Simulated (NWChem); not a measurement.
Species: SiH$_{3}$TeOI; SMILES [SiH3]O[Te]I

```xyz
7

Te     0.9643     0.6789    -0.0423
I     -0.2829    -1.7228     0.0084
O     -0.4634     1.8414     0.7023
Si    -1.7810     2.3973    -0.1843
H     -1.3260     3.1449    -1.3964
H     -2.5347     3.3042     0.7256
H     -2.6496     1.2604    -0.6128
```
Atoms are numbered in this order, from 1.

Results from NWChem. Structure relaxed at the PBE0/def2-SVP (def2 core potentials past Kr) level.

Problem. Predict the results for TPSS/3-21G, non-relativistic. Quantities: highest occupied level (eV); orbital gap (eV); dipole (D).

Solution. 
```
Property                     Value
---------------------------  -----
highest occupied level (eV)  -5.21
orbital gap (eV)              1.87
dipole (D)                    1.53
```
